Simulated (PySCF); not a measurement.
## Correlation energy of Mo²⁹⁺ (molybdenum, charge +29)

Starting occupation: [Ne] 3s2 3p1, 3p3/2 with m_j = +3/2. Calculation: PySCF 2.14, in an uncontracted even-tempered set (19 s from 4.6 bohr⁻², ratio 2.4; 13 p from 6 bohr⁻², ratio 2.4; 5 d from 21 bohr⁻², ratio 2.6; 4 f from 32 bohr⁻², ratio 2.6); X2C-1e with screened-nucleus spin-orbit coupling, Gaussian nucleus. Frozen: 1s2; 11 electrons correlated; the 50 highest virtual spinors left out.

MP2 pair energies summed by pair of shells (mhartree):

```json
{"pair": "2p1/2-2p3/2", "energy": "-95.16", "share (%)": "20.5"}
{"pair": "2p3/2-2p3/2", "energy": "-89.65", "share (%)": "19.3"}
{"pair": "3s1/2-3s1/2", "energy": "-63.32", "share (%)": "13.6"}
{"pair": "2p3/2-2s1/2", "energy": "-39.38", "share (%)": "8.5"}
{"pair": "3p3/2-3s1/2", "energy": "-39.24", "share (%)": "8.4"}
{"pair": "2p3/2-3s1/2", "energy": "-32.73", "share (%)": "7.0"}
{"pair": "2p1/2-2p1/2", "energy": "-22.69", "share (%)": "4.9"}
{"pair": "2p1/2-2s1/2", "energy": "-20.48", "share (%)": "4.4"}
{"pair": "2p1/2-3s1/2", "energy": "-16.14", "share (%)": "3.5"}
{"pair": "2p3/2-3p3/2", "energy": "-14.88", "share (%)": "3.2"}
{"pair": "2s1/2-2s1/2", "energy": "-10.72", "share (%)": "2.3"}
{"pair": "2s1/2-3s1/2", "energy": "-8.10", "share (%)": "1.7"}
{"pair": "2p1/2-3p3/2", "energy": "-7.93", "share (%)": "1.7"}
{"pair": "2s1/2-3p3/2", "energy": "-4.46", "share (%)": "1.0"}
```

Total MP2 correlation energy: -464.88 mhartree.

At this charge the one-electron X2C treatment keeps the bare 1/r₁₂, with no two-electron picture change or Breit term. The effect here is smaller than on the frozen 1s shell.
